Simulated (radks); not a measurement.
Q: These are the eigenvalues of the occupied orbitals of an atom or ion with whole-number occupations (eV). Calculated with a radial shooting solver on a logarithmic mesh with Libxc functionals: scalar-relativistic Kohn-Sham, PBE, spin-polarised, spherical densities, finite nucleus; Fermi nuclear charge, rms radius of each element as measured or else 0.836 A^(1/3) + 0.57 fm.

| orbital | eigenvalue |
|---|---|
| 1s down | -20915.48 |
| 1s up | -20915.47 |
| 2s up | -3025.236 |
| 2s down | -3024.746 |
| 2p up | -2712.540 |
| 2p down | -2712.175 |
| 3s up | -566.0261 |
| 3s down | -565.7772 |
| 3p up | -463.4008 |
| 3p down | -463.1168 |
| 3d up | -297.4311 |
| 3d down | -296.9815 |
| 4s up | -120.2213 |
| 4s down | -117.7154 |
| 4p up | -91.6706 |
| 4p down | -88.9804 |
| 4d up | -50.2886 |

Which element is it, and in what charge state? The configuration may be excited. Open shells, if any, are filled with parallel spins first.

A: Z = 43, technetium, charge +4: Tc4+ in [Kr] 4d3. The list shows which subshells hold electrons but not how many an open one holds; the 1s level, -768.63 hartree, gives Z - s = 39.2 by -(Z - s)^2/2, which with screening and relativity narrows Z to a few neighbours, and the depths of the outer levels then fix element, charge and occupations together.
